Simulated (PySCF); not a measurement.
C3H10O3Sn (SMILES C[CH2][Sn]([OH])([OH])[O]C), singlet, at a GFN2-xTB geometry (such geometries of metal compounds can be far from the true shape) (all electrons, no relativity); CASSCF(6,6)/STO-3G run with PySCF.

Input for PySCF:
```python
from pyscf import gto, scf, mcscf
import numpy

mol = gto.Mole()
mol.atom = '''
    C     2.936144    0.668925   -0.561980
    C     1.656066    1.318463   -0.100063
    Sn   -0.002031   -0.138073    0.023762
    O    -0.500200   -0.720523   -1.800718
    O     0.471093   -1.810939    0.953256
    O    -1.724051    0.328881    0.979279
    C    -2.742782    1.139434    0.463976
    H     2.825738    0.249757   -1.557770
    H     3.725483    1.420292   -0.590446
    H     3.242048   -0.125563    0.112870
    H     1.748111    1.741498    0.898910
    H     1.316730    2.084036   -0.795094
    H    -0.641427   -1.665116   -1.871431
    H    -0.090318   -1.989636    1.708771
    H    -3.611576    0.980087    1.105561
    H    -2.473412    2.197714    0.493388
    H    -3.011122    0.870320   -0.558987
'''
mol.basis = 'sto-3g'
mol.charge = 0
mol.spin = 0
mol.verbose = 4
mol.build()

mf = scf.RHF(mol)
mf.kernel()
mc = mcscf.CASSCF(mf, 6, 6)
mc.fix_spin_(ss=0.0)
mc.conv_tol = 1e-5
mc.kernel()
occ = numpy.linalg.eigvalsh(mc.fcisolver.make_rdm1(mc.ci, mc.ncas, mc.nelecas))[::-1]
ss = mc.fcisolver.spin_square(mc.ci, mc.ncas, mc.nelecas)[0]
print('natural occupations', occ.round(4), ' <S^2>', round(ss, 4))
```

The log (banner, timings and long lists left out):

```
PySCF version 2.14.0

[INPUT] verbose = 4
[INPUT] num. atoms = 17
[INPUT] num. electrons = 102
[INPUT] charge = 0
[INPUT] spin (= nelec alpha-beta = 2S) = 0
[INPUT] symmetry False subgroup None
[INPUT] Mole.unit = angstrom
[INPUT] Symbol           X                Y                Z      unit          X                Y                Z       unit  Magmom
[...]
nuclear repulsion = 792.648207423762
number of shells = 39
number of NR pGTOs = 201
number of NR cGTOs = 67
basis = sto-3g
ecp = {}

******** <class 'pyscf.scf.hf.RHF'> ********
method = RHF
initial guess = minao
damping factor = 0
level_shift factor = 0
DIIS = <class 'pyscf.scf.diis.CDIIS'>
diis_start_cycle = 1
diis_space = 8
diis_damp = 0
SCF conv_tol = 1e-09
SCF conv_tol_grad = None
SCF max_cycles = 50
direct_scf = True
direct_scf_tol = 1e-13
Set gradient conv threshold to 3.16228e-05
Initial guess from minao.
init E= -6286.35745472014
[...]
cycle= 1 E= -6302.60285404907  delta_E= -16.2  |g|= 0.803  |ddm|= 4.84
[...]
cycle= 2 E= -6302.87396321469  delta_E= -0.271  |g|= 0.228  |ddm|= 1.58
[...]
cycle= 3 E= -6302.89285230683  delta_E= -0.0189  |g|= 0.0515  |ddm|= 0.38
[...]
cycle= 4 E= -6302.89445240621  delta_E= -0.0016  |g|= 0.0133  |ddm|= 0.121
[...]
cycle= 5 E= -6302.89456223691  delta_E= -0.00011  |g|= 0.00333  |ddm|= 0.0329
[...]
cycle= 6 E= -6302.8945709437  delta_E= -8.71e-06  |g|= 0.000917  |ddm|= 0.00965
[...]
cycle= 7 E= -6302.89457174312  delta_E= -7.99e-07  |g|= 0.000201  |ddm|= 0.00334
[...]
cycle= 8 E= -6302.89457178774  delta_E= -4.46e-08  |g|= 7.54e-05  |ddm|= 0.000762
[...]
cycle= 9 E= -6302.89457179416  delta_E= -6.42e-09  |g|= 1.96e-05  |ddm|= 0.000312
[...]
cycle= 10 E= -6302.89457179465  delta_E= -4.87e-10  |g|= 5.2e-06  |ddm|= 9.01e-05
[...]
Extra cycle  E= -6302.89457179469  delta_E= -3.73e-11  |g|= 2.47e-06  |ddm|= 1.33e-05
converged SCF energy = -6302.89457179469

******** <class 'pyscf.mcscf.mc1step.CASSCF'> ********
CAS (3e+3e, 6o), ncore = 48, nvir = 13
max_cycle_macro = 50
max_cycle_micro = 4
conv_tol = 1e-05
conv_tol_grad = None
orbital rotation max_stepsize = 0.02
orbital rotation threshold for CI restart = 0.01
augmented hessian ah_max_cycle = 30
augmented hessian ah_conv_tol = 1e-12
augmented hessian ah_linear dependence = 1e-14
augmented hessian ah_level shift = 1e-08
augmented hessian ah_start_tol = 2.5
augmented hessian ah_start_cycle = 3
augmented hessian ah_grad_trust_region = 3
kf_trust_region = 3
kf_interval = 4
ci_response_space = 4
ci_grad_trust_region = 3
with_dep4 0
natorb = False
canonicalization = True
sorting_mo_energy = False
ao2mo_level = 2
internal_rotation = False
******** <class 'pyscf.fci.addons.SpinPenaltyFCISolver'> ********
max. cycles = 50
conv_tol = 1e-08
davidson only = True
linear dependence = 1e-12
level shift = 0.001
max iter space = 12
nroots = 1
pspace_size = 400
spin = None
CASCI E = -6302.90325220777  S^2 = 0.0000000
Set conv_tol_grad to 0.00316228
macro iter   1 ( 21 JK    4 micro), CASSCF E = -6302.91954287053  dE = -1.62906628e-02  S^2 = 0.0000000
               |grad[o]|=0.021  |grad[c]|=0.0815  |ddm|=0.0931  |maxRot[o]|=0.283
macro iter   2 ( 21 JK    4 micro), CASSCF E = -6302.92620817291  dE = -6.66530238e-03  S^2 = 0.0000000
               |grad[o]|=0.0217  |grad[c]|=0.0271  |ddm|=0.0268  |maxRot[o]|=0.122
macro iter   3 ( 21 JK    4 micro), CASSCF E = -6302.92897282220  dE = -2.76464928e-03  S^2 = 0.0000000
               |grad[o]|=0.0126  |grad[c]|=0.00964  |ddm|=0.0191  |maxRot[o]|=0.241
macro iter   4 ( 21 JK    4 micro), CASSCF E = -6302.93019226813  dE = -1.21944594e-03  S^2 = 0.0000000
               |grad[o]|=0.00907  |grad[c]|=0.0231  |ddm|=0.0376  |maxRot[o]|=0.288
macro iter   5 ( 12 JK    3 micro), CASSCF E = -6302.93111007907  dE = -9.17810934e-04  S^2 = 0.0000000
               |grad[o]|=0.00899  |grad[c]|=0.0259  |ddm|=0.00862  |maxRot[o]|=0.091
macro iter   6 ( 21 JK    4 micro), CASSCF E = -6302.93145102832  dE = -3.40949250e-04  S^2 = 0.0000000
[...]
macro iter  10 ( 21 JK    4 micro), CASSCF E = -6302.94395739310  dE = -5.48945445e-03  S^2 = 0.0000000
               |grad[o]|=0.0124  |grad[c]|=0.0221  |ddm|=0.00634  |maxRot[o]|=0.228
macro iter  11 ( 21 JK    4 micro), CASSCF E = -6302.94474995291  dE = -7.92559810e-04  S^2 = 0.0000000
               |grad[o]|=0.0144  |grad[c]|=0.0386  |ddm|=0.0247  |maxRot[o]|=0.108
macro iter  12 ( 21 JK    4 micro), CASSCF E = -6302.94485969958  dE = -1.09746666e-04  S^2 = 0.0000000
               |grad[o]|=0.0142  |grad[c]|=0.0369  |ddm|=0.0215  |maxRot[o]|=0.0407
macro iter  13 ( 21 JK    4 micro), CASSCF E = -6302.94493663701  dE = -7.69374274e-05  S^2 = 0.0000000
               |grad[o]|=0.0145  |grad[c]|=0.0362  |ddm|=0.0205  |maxRot[o]|=0.0353
macro iter  14 ( 21 JK    4 micro), CASSCF E = -6302.94494063634  dE = -3.99933833e-06  S^2 = 0.0000000
               |grad[o]|=0.0149  |grad[c]|=0.0348  |ddm|=0.0192  |maxRot[o]|=0.0314
macro iter  15 ( 21 JK    4 micro), CASSCF E = -6302.94771009676  dE = -2.76946041e-03  S^2 = 0.0000000
               |grad[o]|=0.0152  |grad[c]|=0.0212  |ddm|=0.0141  |maxRot[o]|=0.0479
macro iter  16 ( 21 JK    4 micro), CASSCF E = -6302.95169649512  dE = -3.98639837e-03  S^2 = 0.0000000
               |grad[o]|=0.0137  |grad[c]|=0.0124  |ddm|=0.0071  |maxRot[o]|=0.0872
macro iter  17 ( 20 JK    4 micro), CASSCF E = -6302.95241806358  dE = -7.21568455e-04  S^2 = 0.0000000
               |grad[o]|=0.0104  |grad[c]|=0.0181  |ddm|=0.00893  |maxRot[o]|=0.0307
macro iter  18 ( 21 JK    4 micro), CASSCF E = -6302.95236965804  dE =  4.84055336e-05  S^2 = 0.0000000
               |grad[o]|=0.00977  |grad[c]|=0.0184  |ddm|=0.00846  |maxRot[o]|=0.0111
macro iter  19 ( 16 JK    3 micro), CASSCF E = -6302.95425667357  dE = -1.88701553e-03  S^2 = 0.0000000
               |grad[o]|=0.00979  |grad[c]|=0.0132  |ddm|=0.00783  |maxRot[o]|=0.0618
macro iter  20 ( 20 JK    4 micro), CASSCF E = -6302.95447608577  dE = -2.19412201e-04  S^2 = 0.0000000
               |grad[o]|=0.00654  |grad[c]|=0.0116  |ddm|=0.00659  |maxRot[o]|=0.0148
macro iter  21 ( 21 JK    4 micro), CASSCF E = -6302.95440891008  dE =  6.71756898e-05  S^2 = 0.0000000
               |grad[o]|=0.00607  |grad[c]|=0.0142  |ddm|=0.00629  |maxRot[o]|=0.0077
macro iter  22 ( 21 JK    4 micro), CASSCF E = -6302.95522287817  dE = -8.13968090e-04  S^2 = 0.0000000
               |grad[o]|=0.00622  |grad[c]|=0.00355  |ddm|=0.00259  |maxRot[o]|=0.0354
macro iter  23 ( 21 JK    4 micro), CASSCF E = -6302.95524004144  dE = -1.71632673e-05  S^2 = 0.0000000
               |grad[o]|=0.0038  |grad[c]|=0.00775  |ddm|=0.00459  |maxRot[o]|=0.0069
macro iter  24 ( 17 JK    4 micro), CASSCF E = -6302.95533075031  dE = -9.07088706e-05  S^2 = 0.0000000
               |grad[o]|=0.00375  |grad[c]|=0.00709  |ddm|=0.00258  |maxRot[o]|=0.00718
macro iter  25 ( 13 JK    4 micro), CASSCF E = -6302.95561369408  dE = -2.82943773e-04  S^2 = 0.0000000
               |grad[o]|=0.00339  |grad[c]|=0.00553  |ddm|=0.00157  |maxRot[o]|=0.0232
macro iter  26 ( 11 JK    4 micro), CASSCF E = -6302.95567659275  dE = -6.28986700e-05  S^2 = 0.0000000
               |grad[o]|=0.00179  |grad[c]|=0.00287  |ddm|=0.00134  |maxRot[o]|=0.00977
macro iter  27 (  3 JK    1 micro), CASSCF E = -6302.95572017454  dE = -4.35817901e-05  S^2 = 0.0000000
               |grad[o]|=0.00115  |grad[c]|=0.00214  |ddm|=0.000835  |maxRot[o]|=0.0138
macro iter  28 (  3 JK    1 micro), CASSCF E = -6302.95572058993  dE = -4.15385330e-07  S^2 = 0.0000000
               |grad[o]|=0.000308  |grad[c]|=0.000239  |ddm|=0.000247  |maxRot[o]|=0.00146
1-step CASSCF converged in  28 macro (510 JK 104 micro) steps
CASSCF canonicalization
Density matrix diagonal elements [1.97149289 1.96604858 1.96598442 0.04062218 0.02801631 0.02783562]
CASSCF energy = -6302.95572058993
CASCI E = -6302.95572058993  E(CI) = -8.66714081727605  S^2 = 0.0000000
natural occupations [1.9742 1.9712 1.961  0.0413 0.0274 0.025 ]  <S^2> 0.0
```
